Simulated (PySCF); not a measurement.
This PySCF input asks for the NMR shieldings of `C(/B)(C#C)=C\CO[SiH3]`, C$_{5}$H$_{9}$BOSi; the geometry comes from GFN2-xTB.

```python
import basis_set_exchange as bse
import numpy as np
from pyscf import gto, dft
from pyscf.prop import nmr

atoms = """
B    -2.696030    0.675635    0.882110
C    -1.514551   -0.018286    0.164781
C    -1.658873   -1.367154   -0.256169
C    -1.814005   -2.509428   -0.593944
C    -0.343640    0.614862   -0.063505
C     0.839274    0.013125   -0.745234
O     2.038733    0.647809   -0.420886
Si    2.819401    0.701412    0.999361
H    -2.582953    1.788973    1.218865
H    -3.686799    0.090887    1.086639
H    -1.952879   -3.507022   -0.887844
H    -0.212331    1.640758    0.249487
H     0.713884    0.113128   -1.834217
H     0.897362   -1.060310   -0.519334
H     2.023017    1.353199    2.044556
H     3.151303   -0.648077    1.467113
H     3.972087    1.482517    0.584871
"""
names = dict.fromkeys(["B", "C", "O", "Si", "H"], "pcSseg-1")
basis = {el: gto.basis.parse(bse.get_basis(n, elements=[el], fmt="nwchem")) for el, n in names.items()}
mol = gto.M(atom=atoms, basis=basis, charge=0, verbose=0)
mf = dft.RKS(mol, xc="PBE0")
mf.grids.level = 2
mf.grids.alignment = dft.numint.BLKSIZE   # the property module wants whole blocks of grid points
mf.conv_tol = 1e-9
mf.kernel()

calc = nmr.RKS(mf)   # GIAO
C = mf.mo_coeff
Co = C[:, mf.mo_occ > 0]
resp = mf.gen_response(singlet=True, hermi=2)
def vind(x):   # induced exchange potential for any number of trial vectors
    d = np.einsum("pi,xij,qj->xpq", C, 2 * x.reshape(-1, C.shape[1], Co.shape[1]), Co, optimize=True)
    return np.einsum("xpq,pi,qj->xij", resp(d - d.transpose(0, 2, 1)), C, Co, optimize=True).ravel()
mo1, _ = nmr.rhf.solve_mo1(calc, with_cphf=vind)
sigma = calc.kernel(mo1)
for i, s in enumerate(sigma):   # ppm
    print("%2d %-2s %9.2f" % (i, mol.atom_pure_symbol(i), np.trace(s) / 3))
```

Problem. What are the results?

Solution. 
```
 0 B      26.42
 1 C      50.96
 2 C      98.92
 3 C      89.22
 4 C      -2.37
 5 C     115.39
 6 O     325.71
 7 Si    387.01
 8 H      24.88
 9 H      24.71
10 H      28.32
11 H      23.97
12 H      26.54
13 H      26.50
14 H      26.72
15 H      26.82
16 H      26.85
```

These numbers come from an equivalent density-fitted implementation of the same equations, which agrees with the script to about 0.01 ppm for H and up to a few tenths of a ppm for heavy atoms, so last digits may differ.

Size and cost of the density-fitted run: 188 basis functions, 71 s wall time on 1 thread of an Arm Neoverse N1, shared host; peak memory 0.76 GiB.
